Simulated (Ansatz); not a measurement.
The inner images of a band of C₂H₄NSi (8 atoms, charge 0, multiplicity 2) are given out of order.

Computed with UKS r2SCAN/def2-SVP (Ansatz 0.2.0).

Image 0:

```xyz
8
Properties=species:S:1:pos:R:3
C -0.649 0.924 -0.359
Si 0.065 -0.295 0.870
C 1.503 -1.195 0.145
N 2.469 -1.712 -0.261
H 0.121 1.635 -0.696
H -1.473 1.494 0.097
H -1.041 0.393 -1.242
H -0.904 -1.302 1.391
```

Image 8:

```xyz
8
Properties=species:S:1:pos:R:3
C -0.665 1.007 -0.282
Si 0.187 0.313 1.270
C 0.954 -1.241 0.415
N 2.021 -1.684 -0.022
H 0.119 1.426 -0.943
H -1.382 1.808 -0.044
H -1.180 0.232 -0.875
H 0.037 -1.917 0.426
```

Q: Put them in order from the first end to the last, with their energies above the first end.
A.
```xyz
8
Properties=species:S:1:pos:R:3
C -0.679 0.981 -0.309
Si 0.028 -0.130 1.038
C 1.460 -0.986 0.259
N 2.090 -1.864 -0.183
H 0.120 1.610 -0.732
H -1.527 1.615 -0.022
H -1.005 0.277 -1.094
H -0.395 -1.560 0.988
```
B.
```xyz
8
Properties=species:S:1:pos:R:3
C -0.670 0.970 -0.319
Si 0.057 -0.181 0.974
C 1.521 -1.015 0.226
N 2.212 -1.848 -0.211
H 0.120 1.614 -0.733
H -1.509 1.601 0.009
H -1.024 0.302 -1.123
H -0.616 -1.500 1.121
```
C.
```xyz
8
Properties=species:S:1:pos:R:3
C -0.680 0.980 -0.308
Si -0.003 -0.064 1.124
C 1.336 -1.013 0.278
N 2.024 -1.857 -0.161
H 0.113 1.609 -0.740
H -1.534 1.608 -0.031
H -0.999 0.262 -1.086
H -0.165 -1.583 0.868
```
D.
```xyz
8
Properties=species:S:1:pos:R:3
C -0.676 0.961 -0.307
Si 0.139 0.230 1.260
C 1.070 -1.176 0.369
N 1.959 -1.834 -0.139
H 0.097 1.581 -0.800
H -1.510 1.624 -0.031
H -1.028 0.236 -1.057
H 0.042 -1.679 0.649
```
E.
```xyz
8
Properties=species:S:1:pos:R:3
C -0.660 0.952 -0.336
Si 0.067 -0.236 0.921
C 1.524 -1.094 0.186
N 2.360 -1.794 -0.234
H 0.120 1.619 -0.731
H -1.483 1.567 0.058
H -1.047 0.341 -1.168
H -0.788 -1.412 1.249
```
F.
```xyz
8
Properties=species:S:1:pos:R:3
C -0.669 0.992 -0.292
Si 0.221 0.320 1.252
C 0.989 -1.229 0.407
N 1.984 -1.774 -0.066
H 0.088 1.555 -0.873
H -1.477 1.692 -0.030
H -1.064 0.219 -0.971
H 0.020 -1.832 0.517
```
G.
```xyz
8
Properties=species:S:1:pos:R:3
C -0.672 0.966 -0.316
Si 0.006 0.061 1.228
C 1.178 -1.085 0.293
N 1.979 -1.863 -0.152
H 0.109 1.596 -0.772
H -1.517 1.609 -0.028
H -1.014 0.254 -1.085
H 0.023 -1.596 0.777
```

A: E (+0.07 eV), B (+0.29 eV), A (+0.73 eV), C (+1.56 eV), G (+2.24 eV), D (+2.05 eV), F (+2.00 eV).

Time of the run: 3.5 min on 2 threads of Arm Neoverse V2, with other jobs on the host, peak memory 0.21 GiB.
